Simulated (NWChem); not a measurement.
System: BNH2Cl2; SMILES NB(Cl)Cl

Here is an NWChem input.

```
start job
memory heap 200 mb stack 900 mb global 1100 mb
geometry units angstroms noautosym nocenter noautoz
  B      0.000000     0.000000    -0.333253
  Cl     1.535415     0.000000     0.559285
  Cl    -1.535415     0.000000     0.559285
  N      0.000000     0.000000    -1.730568
  H     -0.861000     0.000000    -2.276915
  H      0.861000     0.000000    -2.276915
end
basis spherical
  * library 6-31g*
end
dft
  xc b3lyp
  iterations 150
end
property
  efieldgrad
end
task dft property
```

Structure relaxed at the PBE-D3(BJ)/def2-SVP level. B3LYP is NWChem's, with the RPA form of VWN correlation.

Vzz is the largest principal value of the second derivative of the potential at the nucleus (NWChem prints the opposite sign); η is the asymmetry. Non-relativistic.

Atoms are numbered as in the input.

Q: What results follow from this input? (B3LYP/6-31G* (spherical d).) Quantities: Vzz B1 (a.u.); η B1; Vzz Cl3 (a.u.); η Cl3; Vzz N4 (a.u.); η N4.

A: 
| Property | Value |
|---|---|
| Vzz B1 (a.u.) | 0.207 |
| η B1 | 0.78 |
| Vzz Cl3 (a.u.) | 2.271 |
| η Cl3 | 0.28 |
| Vzz N4 (a.u.) | -0.699 |
| η N4 | 0.38 |
